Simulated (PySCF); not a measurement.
A structure optimised at PBE-D3(BJ)/def2-SVP, used in a PySCF frequency run:

```
O
C 1 1.4096
H 2 1.1106 1 109.49
H 2 1.1106 3 108.54 1 119.47
H 2 1.1118 3 109.10 4 118.78
Nb 1 1.8757 2 141.96 3 -120.56
N 6 1.7528 1 106.17 2 0.00
H 7 1.0246 1 142.91 2 0.00
Cl 6 2.3269 7 107.80 1 -118.17
Cl 6 2.3269 7 107.80 1 118.17
```

Problem. Write its SMILES, formula and point group.

Solution. C[O][Nb](=[NH])([Cl])[Cl], CH4Cl2NNbO, Cs

Problem. What are its rotational constants (standard atomic weights)?

Solution. 1.4337, 1.3654, 0.89966 GHz
